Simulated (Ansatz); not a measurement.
B(Cl)(Br)(OMe) (CH₃BBrClO), SMILES COB(Cl)Br. Atoms are numbered in the order given.

```xyz
8

B     -0.2252    -0.5583     0.1265
Cl    -0.5841    -1.2302     1.7160
Br     0.4855     1.2482     0.0079
O     -0.4528    -1.3111    -0.9455
C     -0.2449    -0.9942    -2.3118
H      0.4680    -1.7180    -2.7337
H     -1.2040    -1.0908    -2.8417
H      0.1462     0.0258    -2.4386
```
Charge 0, spin multiplicity 1.

Coordinates come from a B3LYP-D3(BJ)/def2-SVP optimisation. One conformer was computed; it need not be the lowest.

Two levels are set side by side: PBE-D3(BJ)/def2-SVP (Ansatz, a first-principles code) and B3LYP-D3(BJ)/def2-SVP (Ansatz). Each level has its own optimised geometry; the coordinates shown are those of the second. Differences are taken from unrounded values.

```
quantity              B3LYP-D3(BJ)  PBE-D3(BJ)  PBE-D3(BJ) minus B3LYP-D3(BJ)
--------------------  ------------  ----------  -----------------------------
mean bond length (Å)         1.394       1.399                          0.006
bond B1–Cl2 (Å)              1.763       1.764                          0.001
bond B1–Br3 (Å)              1.945       1.943                         -0.002
bond B1–O4 (Å)               1.330       1.342                          0.012
bond O4–C5 (Å)               1.418       1.422                          0.004
bond C5–H6 (Å)               1.100       1.108                          0.008
bond C5–H7 (Å)               1.100       1.108                          0.008
bond C5–H8 (Å)               1.100       1.109                          0.009
```

GGA bonds tend to be longer and softer than those of functionals with exact exchange. Differences between two approximate levels are no errors against the true value.
